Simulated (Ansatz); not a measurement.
H3Si, SMILES [SiH3+], charge +1.

Coordinates come from a PBE0-D3(BJ)/def2-TZVPD optimisation.

Two levels are set side by side: PBE/def2-TZVPD (Ansatz, an electronic-structure program) and CAM-B3LYP/def2-TZVPD (Ansatz). Energy differences of separate SCF runs at the same geometry; the states with an electron removed or added have multiplicity 2 and 2. Differences are taken from unrounded values.

```json
[
 {"quantity": "vertical ionisation energy (eV)", "CAM-B3LYP": "20.81"},
 {"quantity": "vertical electron affinity (eV)", "CAM-B3LYP": "7.91"},
 {"quantity": "vertical singlet–triplet gap (eV)", "CAM-B3LYP": "5.20"}
]
```

Q: What does PBE give, and how far is it from CAM-B3LYP? (An estimate is asked for; the answer gives what the named calculation found.)

A: 
```csv
quantity,PBE,PBE minus CAM-B3LYP
vertical ionisation energy (eV),20.51,-0.30
vertical electron affinity (eV),8.02,0.11
vertical singlet–triplet gap (eV),4.73,-0.46
```
